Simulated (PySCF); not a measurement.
## Successive ionisation energies of europium

Calculated with PySCF 2.14, two-component X2C-1e (Gaussian nucleus, no Breit or QED terms), each ion in its own even-tempered basis; GMP2 freezes the deep shells of the larger ions and drops the highest virtual spinors; eV.

```tsv
ion	configuration	GHF (spin-free)	GHF (screened spin-orbit)	GMP2 (screened spin-orbit)	NIST	kind
Eu³⁴⁺	[Ar] 3d10 4s1	1443.6	1443.5	1444.7	1456.06 ± 0.25	semi-empirical
Eu³⁵⁺	[Ar] 3d10	2508.0	2495.5	2496.9	2495 ± 5	theoretical
Eu³⁶⁺	[Ar] 3d9	2603.4	2592.6	2594.0	2591 ± 5	theoretical
Eu³⁷⁺	[Ar] 3d8	2707.1	2697.0	2698.1	2697 ± 4	theoretical
Eu³⁸⁺	[Ar] 3d7	2812.4	2808.3	2808.7	2807 ± 4	theoretical
Eu³⁹⁺	[Ar] 3d6	2912.4	2915.6	2915.7	2914 ± 4	theoretical
Eu⁴⁰⁺	[Ar] 3d5	3053.0	3023.5	3023.1	3022 ± 4	theoretical
Eu⁴¹⁺	[Ar] 3d4	3156.8	3169.3	3170.3	3168 ± 4	theoretical
Eu⁴²⁺	[Ar] 3d3	3268.6	3278.9	3279.6	3279 ± 4	theoretical
Eu⁴³⁺	[Ar] 3d2	3382.5	3399.9	3399.6	3398 ± 4	theoretical
Eu⁴⁴⁺	[Ar] 3d1	3490.0	3511.4	3511.0	3510 ± 4	theoretical
Eu⁴⁵⁺	[Ar]	3874.6	3824.8	3825.7	3823 ± 4	theoretical
```

**Question.** Where is the largest relative jump?

**Answer.** From Eu³⁴⁺ to Eu³⁵⁺: 1444.7 to 2496.9 eV, where the electron removed from [Ar] 3d10 comes from a deeper shell or subshell.
